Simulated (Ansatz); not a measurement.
`CO[AsH2]` → `[AsH3]` + `C=O` at 400 K and 1 bar (β-hydride elimination).

Gas-phase electronic energies from Ansatz, PBE0-D4/def2-TZVP geometries. CCSD(T)/CBS is the MP2 limit (def2-TZVPP, def2-QZVPP) plus CCSD(T) − MP2 in def2-TZVPP, frozen cores. This one scheme is used for every species. For As outer-core shells are correlated without core-valence functions, which leaves a few kJ/mol of doubt a bond. Scalar relativity is left out up to krypton.

```tsv
species	CCSD(T)/CBS energy (Eh)	H − E (kJ/mol)	S (J/(mol·K))
`CO[AsH2]`	-2351.21577	174.4	318.6
`[AsH3]`	-2236.79077	72.0	234.9
`C=O`	-114.39408	83.9	229.4
```

H − E and S are ideal-gas, rigid-rotor, harmonic terms from PBE0-D4/def2-TZVP. 1 Eh = 2625.50 kJ/mol, R = 8.31446 J/(mol·K).

**Question.** By hand: ΔE, ΔH, ΔS and ΔG.

**Answer.** ΔE = (-2236.79077) + (-114.39408) − (-2351.21577) = 0.03092 Eh = 81.2 kJ/mol. Δ(H − E) = 72.0 + 83.9 − 174.4 = -18.5, so ΔH = 62.7 kJ/mol. ΔS = 234.9 + 229.4 − 318.6 = 145.7 J/(mol·K). ΔG = 62.7 − 400 × (145.7)/1000 = 4.4 kJ/mol.

**Question.** By hand: the equilibrium constant, and the temperature at which ΔG would vanish if ΔH and ΔS stayed fixed.

**Answer.** log₁₀ K = −ΔG/(RT ln 10) = -0.6. ΔG = 0 at ΔH/ΔS = 430 K.

The number of gas molecules changes by +1, which sets the sign of ΔS. The sign of ΔG lies within the doubt. A doubt of 5 kJ/mol in ΔE shifts log₁₀ K by 0.7 here. These are equilibria of isolated gas molecules and say nothing of rates. Largest T1 diagnostic: 0.015 (customary marks: 0.02 for closed shells, 0.045 for open ones).
